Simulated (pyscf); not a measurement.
**`[O][ZnH]`, doublet**

Gas-phase minimum from PySCF at ωB97X-D3(BJ)/def2-SVP, one conformer. •O–ZnH lies 37.7 kcal/mol over its isomer [HO–Zn]•, and others may lie lower still (electronic energy, ωB97M-D3(BJ)). 

```xyz
3

O      0.6845     0.4356     1.4183
Zn    -0.6056    -0.4715     0.5298
H     -1.6908    -1.2322    -0.2178
```
Charge 0, spin multiplicity 2.

Bond lengths (Å): O1–Zn2 1.810, Zn2–H3 1.522. Bond angles (°): O1–Zn2–H3 179.9.

Properties at ωB97X-D3(BJ)/def2-SVP:

| Quantity | Result |
|---|---|
| Harmonic wavenumbers, unscaled | 438, 460, 654, 1942 cm⁻¹ |
| Zero-point energy | 5.0 kcal/mol |
| Rotational symmetry number | 1 |
| Entropy of this conformer at 298 K and 1 atm, rigid rotor and harmonic oscillator, modes under 100 cm⁻¹ raised to 100 | 238.7 J/(mol K) |
| Dipole moment | 1.80 D |
| Spin expectation value S2 | 0.753 |

Single-point totals, which compare only within one level (frozen core for MP2 and CC):

```json
[
 {"level": "ωB97X-D3(BJ)/def2-TZVP", "total energy (hartree)": "-1855.13938"},
 {"level": "PBE/def2-TZVP", "total energy (hartree)": "-1854.82057"},
 {"level": "r²SCAN/def2-TZVP", "total energy (hartree)": "-1855.11958"},
 {"level": "B3LYP-D3(BJ)/def2-TZVP", "total energy (hartree)": "-1855.22478"},
 {"level": "PBE0-D3(BJ)/def2-TZVP", "total energy (hartree)": "-1854.83796"},
 {"level": "M06-2X/def2-TZVP", "total energy (hartree)": "-1855.10674"},
 {"level": "ωB97M-D3(BJ)/def2-TZVP", "total energy (hartree)": "-1855.21288"},
 {"level": "UHF/def2-TZVPP", "total energy (hartree)": "-1853.22682"},
 {"level": "MP2/def2-TZVPP", "total energy (hartree)": "-1854.25642"},
 {"level": "CCSD/def2-TZVPP", "total energy (hartree)": "-1854.18933"},
 {"level": "CCSD(T)/def2-TZVPP", "total energy (hartree)": "-1854.21284"}
]
```

The CCSD(T) − MP2 part came from Ansatz, without density fitting, on the same reference. The frozen core leaves the outer d or s,p core shells of the metals and heavy elements correlated in the MP2 and CC values, and def2-TZVPP describes them poorly, so these totals are far from the basis limit. The term symbol of open-shell •O–ZnH was not checked; spin-orbit terms and orbital degeneracy are left out. Elements up to Kr have no core potential and no relativistic terms here.
